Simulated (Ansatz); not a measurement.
Reaction (formal hydrolysis of the Si–Al bond): `C=C(F)[SiH2][AlH2]` + H₂O → `C=C(F)[SiH2]O` + `[AlH3]`

Gas-phase electronic energies from Ansatz, PBE0-D4/def2-TZVP geometries. CBS: MP2 limit from def2 TZ/QZ plus the TZ coupled-cluster correction, frozen cores. This one scheme is used for every species. Functionals use def2-TZVPP. Each species was taken in one conformer, which may not be the lowest.

`C=C(F)[SiH2][AlH2]`:

```xyz
11

C     0.622   -0.659    1.657
C    -0.569   -0.676    1.075
F    -1.599   -1.261    1.730
Si   -1.019    0.040   -0.609
Al    0.925    1.074   -1.698
H     1.463   -0.198    1.157
H     0.779   -1.101    2.635
H    -1.592   -1.064   -1.434
H    -2.125    1.021   -0.406
H     2.343    1.080   -0.980
H     0.774    1.744   -3.129
```

H₂O:

Z-matrix (Å, degrees):
```
O
H 1 0.960
H 1 0.960 2 105.1
```

`C=C(F)[SiH2]O`:

Cartesian coordinates in Å:
```
C 0.011 1.543 -0.662
C -0.421 0.769 0.320
F -1.309 1.263 1.216
Si 0.066 -1.018 0.637
O 0.991 -1.574 -0.603
H 0.732 1.148 -1.366
H -0.326 2.567 -0.776
H 0.891 -1.112 1.861
H -1.187 -1.802 0.800
H 0.552 -1.784 -1.428
```

`[AlH3]`:

Cartesian coordinates in Å:
```
Al 0.000 0.000 0.000
H 1.204 0.070 -1.030
H 0.290 -0.198 1.546
H -1.494 0.128 -0.516
```

CCSD(T)/CBS gives -0.84 eV.

(1) Another level gave -0.65 eV. Which?
A. MP2/def2-TZVPP
B. r2SCAN-D4/def2-TZVPP
C. PBE-D4/def2-TZVPP
D. CCSD/def2-TZVPP

Largest T1 diagnostic among the species: 0.013.

Results:

(1) C. PBE-D4 -0.65, CCSD/def2-TZVPP -0.91, r2SCAN-D4 -0.86, MP2/def2-TZVPP -0.95 eV.

From PBE to PBE0 (25 % exact exchange), in def2-TZVPP and without D4, ΔE moves by −0.06 eV. In def2-TZVPP, CCSD(T) changes the Hartree–Fock value by +0.29 eV (the triples alone add +0.04 eV) and MP2 by +0.21 eV.
